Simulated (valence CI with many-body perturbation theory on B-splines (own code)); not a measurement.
**Ga XVIII: calculated level list**

Level of theory: valence CI with perturbative core correlation (CI+MBPT): four valence electrons over a frozen Dirac-Fock core [Ne], a basis of 11 s, 11 p, 10 d, 8 f, 5 g, 2 h functions for each j, with the one-electron correlation potential Σ1 (screened to all orders), the two-electron term Σ2, the three-electron term Σ3, Breit, model QED; selected single and double excitations, second order for the rest, scaled by the run's own slope (own B-spline code, finite nucleus).

No measured spectrum was set against this ion. As an estimate, levels of excited configurations hold to 0.05 to 0.15 % of their energy, terms of the ground configuration to about 0.5 %. Among the levels kept, up to 810 cm⁻¹ of a level comes from second order outside the variational space, and about a tenth of that is noise between levels of different J, which matters for small intervals.

Levels 46 to 90 of 172, with energies above the lowest level, 3s²3p² ³P_0. "Leading %" is the weight of the configuration and term that name the level; weights of strongly mixed levels are sums over their largest components and can fall short. In the jj column 3d3/2^4 stands for four electrons in 3d with j = 3/2. Lifetimes count E1, E2, E3, M1 and M2 decay at the calculated energies, and are blank where another channel may lead or the interval is too uncertain; long ones can be off by a factor of two.

| No. | Configuration | Term | J | E (eV) | Leading % | Lifetime | Leading jj |
| --- | --- | --- | --- | --- | --- | --- | --- |
| 46 | 3s3p²3d | ⁵P | 2 | 122.51 | 92 | 13.1 ps | 3s 3p1/2 3p3/2 3d3/2 (35 %) |
| 47 | 3s3p²3d | ⁵P | 1 | 123.04 | 95 | 12.5 ps | 3s 3p1/2 3p3/2 3d3/2 (47 %) |
| 48 | 3p⁴ | ¹S | 0 | 123.25 | 55 | 64.8 ps | 3s 3p3/2^2 3d5/2 (33 %) |
| 49 | 3s3p²3d | ³P | 2 | 124.26 | 63 | 15.9 ps | 3s 3p1/2 3p3/2 3d5/2 (42 %) |
| 50 | 3s3p²3d | ³P | 1 | 126.93 | 58 | 15.3 ps | 3p1/2 3p3/2^3 (24 %) |
| 51 | 3s3p²3d | ³P | 0 | 129.30 | 58 | 15.9 ps | 3s 3p3/2^2 3d3/2 (28 %) |
| 52 | 3s3p²3d | ³G | 3 | 129.47 | 87 | 63.2 ps | 3s 3p1/2 3p3/2 3d3/2 (78 %) |
| 53 | 3s3p²3d | ³G | 4 | 130.31 | 94 | 76.3 ps | 3s 3p1/2 3p3/2 3d5/2 (37 %) |
| 54 | 3s3p²3d | ³D | 2 | 130.83 | 66 | 21.1 ps | 3s 3p1/2^2 3d3/2 (26 %) |
| 55 | 3s3p²3d | ³D | 1 | 131.27 | 83 | 19.5 ps | 3s 3p3/2^2 3d3/2 (32 %) |
| 56 | 3s3p²3d | ³G | 5 | 131.34 | 96 | 94.6 ps | 3s 3p1/2 3p3/2 3d5/2 (50 %) |
| 57 | 3s3p²3d | ³D | 3 | 131.43 | 76 | 19.7 ps | 3s 3p1/2 3p3/2 3d5/2 (57 %) |
| 58 | 3s3p²3d | ¹G | 4 | 132.41 | 73 | 126 ps | 3s 3p1/2 3p3/2 3d5/2 (58 %) |
| 59 | 3s3p²3d | ¹F | 3 | 133.22 | 60 | 23.5 ps | 3s 3p1/2 3p3/2 3d5/2 (42 %) |
| 60 | 3s3p²3d | ³F | 2 | 133.82 | 58 | 14.0 ps | 3s 3p1/2 3p3/2 3d3/2 (29 %) |
| 61 | 3s3p²3d | ³F | 3 | 135.57 | 63 | 13.8 ps | 3s 3p1/2 3p3/2 3d5/2 (42 %) |
| 62 | 3s3p²3d | ³D | 1 | 136.00 | 92 | 17.8 ps | 3s 3p1/2 3p3/2 3d5/2 (54 %) |
| 63 | 3s3p²3d | ¹P | 1 | 136.53 | 59 | 14.7 ps | 3s 3p1/2 3p3/2 3d3/2 (61 %) |
| 64 | 3s3p²3d | ³D | 2 | 136.79 | 74 | 19.4 ps | 3s 3p1/2 3p3/2 3d5/2 (39 %) |
| 65 | 3s3p²3d | ³P | 0 | 137.10 | 80 | 15.4 ps | 3s 3p1/2 3p3/2 3d5/2 (44 %) |
| 66 | 3s3p²3d | ³P | 1 | 137.84 | 67 | 15.9 ps | 3s 3p1/2 3p3/2 3d5/2 (53 %) |
| 67 | 3s3p²3d | ³F | 4 | 138.27 | 78 | 13.3 ps | 3s 3p3/2^2 3d3/2 (47 %) |
| 68 | 3s3p²3d | ³P | 2 | 139.05 | 64 | 15.3 ps | 3s 3p3/2^2 3d5/2 (37 %) |
| 69 | 3s3p²3d | ³D | 3 | 139.15 | 70 | 26.5 ps | 3s 3p3/2^2 3d5/2 (67 %) |
| 70 | 3s3p²3d | ³D | 1 | 140.52 | 49 | 14.3 ps | 3s 3p3/2^2 3d3/2 (38 %) |
| 71 | 3s3p²3d | ³D | 2 | 140.69 | 67 | 15.2 ps | 3s 3p3/2^2 3d3/2 (30 %) |
| 72 | 3s3p²3d | ³F | 3 | 141.63 | 57 | 12.0 ps | 3s 3p1/2^2 3d5/2 (30 %) |
| 73 | 3s3p²3d | ³S | 1 | 141.65 | 59 | 14.9 ps | 3s 3p3/2^2 3d5/2 (49 %) |
| 74 | 3s3p²3d | ³F | 2 | 141.85 | 67 | 11.6 ps | 3s 3p1/2 3p3/2 3d3/2 (47 %) |
| 75 | 3s3p²3d | ³F | 4 | 144.48 | 92 | 13.2 ps | 3s 3p3/2^2 3d5/2 (53 %) |
| 76 | 3s3p²3d | ³D | 3 | 144.59 | 72 | 15.4 ps | 3s 3p3/2^2 3d5/2 (66 %) |
| 77 | 3s3p²3d | ¹D | 2 | 145.20 | 45 | 13.2 ps | 3s 3p3/2^2 3d5/2 (25 %) |
| 78 | 3s3p²3d | ³D | 3 | 148.42 | 79 | 10.2 ps | 3s 3p3/2^2 3d5/2 (46 %) |
| 79 | 3s3p²3d | ³D | 2 | 149.19 | 54 | 10.5 ps | 3s 3p3/2^2 3d3/2 (60 %) |
| 80 | 3s3p²3d | ¹D | 2 | 149.53 | 44 | 12.7 ps | 3s 3p3/2^2 3d5/2 (56 %) |
| 81 | 3s3p²3d | ³D | 1 | 150.00 | 94 | 10.2 ps | 3s 3p3/2^2 3d3/2 (69 %) |
| 82 | 3s3p²3d | ¹S | 0 | 150.12 | 41 | 8.32 ps | 3s 3p1/2 3p3/2 3d3/2 (33 %) |
| 83 | 3s3p²3d | ¹P | 1 | 151.76 | 60 | 7.34 ps | 3s 3p1/2 3p3/2 3d3/2 (50 %) |
| 84 | 3s3p²3d | ³P | 2 | 153.32 | 72 | 6.32 ps | 3s 3p1/2 3p3/2 3d5/2 (31 %) |
| 85 | 3s3p²3d | ³P | 1 | 155.60 | 56 | 6.62 ps | 3s 3p3/2^2 3d5/2 (48 %) |
| 86 | 3s3p²3d | ³P | 0 | 155.95 | 63 | 6.09 ps | 3s 3p3/2^2 3d3/2 (52 %) |
| 87 | 3s3p²3d | ¹F | 3 | 158.37 | 93 | 6.42 ps | 3s 3p1/2 3p3/2 3d5/2 (37 %) |
| 88 | 3s²3d² | ³F | 2 | 161.37 | 70 | 7.47 ps | 3s^2 3d3/2^2 (46 %) |
| 89 | 3s²3d² | ³F | 3 | 162.06 | 78 | 8.12 ps | 3s^2 3d3/2 3d5/2 (78 %) |
| 90 | 3s²3d² | ³F | 4 | 162.51 | 80 | 8.63 ps | 3s^2 3d5/2^2 (61 %) |

Names give the largest LS component (configuration and term), which can be under half, so a name can repeat, a term be missing and a line seem to break the LS rules; names also repeat where a configuration has a term twice.

Where two levels of one J and parity lie close, their mixing, g and order are uncertain.
